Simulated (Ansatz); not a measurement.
Cost and result for the atomization energy of `BN[CH]1[CH2][AlH]1` (12 atoms, 12 bonds).

Cartesian coordinates in Å:
```
B 1.396 0.193 -0.975
N 0.606 -0.871 -0.633
C -0.740 -0.652 -0.127
C -0.658 -0.117 1.341
Al -0.821 1.272 0.012
H 2.559 0.169 -1.229
H 0.837 1.307 -1.013
H 1.014 -1.785 -0.482
H -1.407 -1.486 -0.327
H 0.189 -0.455 1.937
H -1.597 -0.262 1.884
H -1.379 2.688 -0.387
```

Total charge 0; spin multiplicity 1. The structure was optimised at the PBE0-D4/def2-TZVP level. It is one conformer, not always the lowest. Program: Ansatz. All runs use 4 threads of a server CPU on a shared host. Times are those of one run each, without the atoms' runs, and a repeat can differ threefold. Electronic energies, without spin–orbit coupling; frozen cores. CCSD(T)/CBS adds CCSD(T) − MP2 in def2-TZVPP to the MP2 limit, and its time is that of the two runs behind it. T1 = 0.014. B3LYP takes the VWN-RPA correlation (the form of Gaussian; ORCA's B3LYP/G).

CCSD(T)/CBS is a level of theory with its own doubt, some kJ/mol a heavy atom from the limit and from the frozen cores, so smaller differences don't rank the functionals.

```json
{"level": "LDA (SPW92)/def2-TZVPP", "functions": "264", "wall time": "1.2 s", "atomization (kcal/mol)": "1177.6", "difference from CCSD(T)/CBS": "154.1", "per bond": "12.8"}
{"level": "revPBE-D4/def2-TZVPP", "functions": "264", "wall time": "1.9 s", "atomization (kcal/mol)": "1025.0", "difference from CCSD(T)/CBS": "1.5", "per bond": "0.1"}
{"level": "BHLYP-D4/def2-TZVPP", "functions": "264", "wall time": "2.6 s", "atomization (kcal/mol)": "1000.4", "difference from CCSD(T)/CBS": "-23.1", "per bond": "-1.9"}
{"level": "CAM-B3LYP-D4/def2-TZVPP", "functions": "264", "wall time": "3 s", "atomization (kcal/mol)": "1032.6", "difference from CCSD(T)/CBS": "9.1", "per bond": "0.8"}
{"level": "CCSD(T)/def2-SVP", "functions": "109", "wall time": "3.7 s", "atomization (kcal/mol)": "975.0", "difference from CCSD(T)/CBS": "-48.5", "per bond": "-4.0"}
{"level": "B3LYP-D4/def2-TZVPP (with forces)", "functions": "264", "wall time": "4.2 s", "atomization (kcal/mol)": "1028.5", "difference from CCSD(T)/CBS": "5.0", "per bond": "0.4"}
{"level": "r2SCANh-D4/def2-TZVPP", "functions": "264", "wall time": "4.3 s", "atomization (kcal/mol)": "1026.0", "difference from CCSD(T)/CBS": "2.5", "per bond": "0.2"}
{"level": "r2SCAN-D4/def2-TZVPP (with forces)", "functions": "264", "wall time": "4.5 s", "atomization (kcal/mol)": "1031.8", "difference from CCSD(T)/CBS": "8.3", "per bond": "0.7"}
{"level": "PBE-QIDH/def2-TZVPP", "functions": "264", "wall time": "5.5 s", "atomization (kcal/mol)": "1022.8", "difference from CCSD(T)/CBS": "-0.7", "per bond": "-0.1"}
{"level": "ωB97M-V/def2-TZVPP (with forces)", "functions": "264", "wall time": "11 s", "atomization (kcal/mol)": "1032.1", "difference from CCSD(T)/CBS": "8.6", "per bond": "0.7"}
{"level": "MP2/def2-QZVPP", "functions": "508", "wall time": "21 s", "atomization (kcal/mol)": "1028.3", "difference from CCSD(T)/CBS": "4.8", "per bond": "0.4"}
{"level": "CCSD(T)/def2-TZVPP", "functions": "264", "wall time": "110 s", "atomization (kcal/mol)": "997.2", "difference from CCSD(T)/CBS": "-26.3", "per bond": "-2.2"}
{"level": "CCSD(T)/CBS(def2)", "functions": "–", "wall time": "2.3 min", "atomization (kcal/mol)": "1023.5", "difference from CCSD(T)/CBS": "0.0", "per bond": "0.0"}
```

At CCSD(T), def2-SVP lies −48.4 kcal/mol from the extrapolated value and def2-TZVPP −26.3 kcal/mol: correlation converges slowly with the basis, and small sets miss more of it in the bonded molecule than in its fragments. From r2SCAN to r2SCAN0 (25 % exact exchange), in def2-TZVPP and without D4, the atomization energy moves by −14.5 kcal/mol: exact exchange takes away binding that semilocal exchange gives to molecules. In def2-TZVPP, CCSD(T) changes the Hartree–Fock value by +255.7 kcal/mol (the triples alone add +16.3 kcal/mol) and MP2 by +271.2 kcal/mol; breaking electron pairs costs correlation energy, which Hartree–Fock lacks.
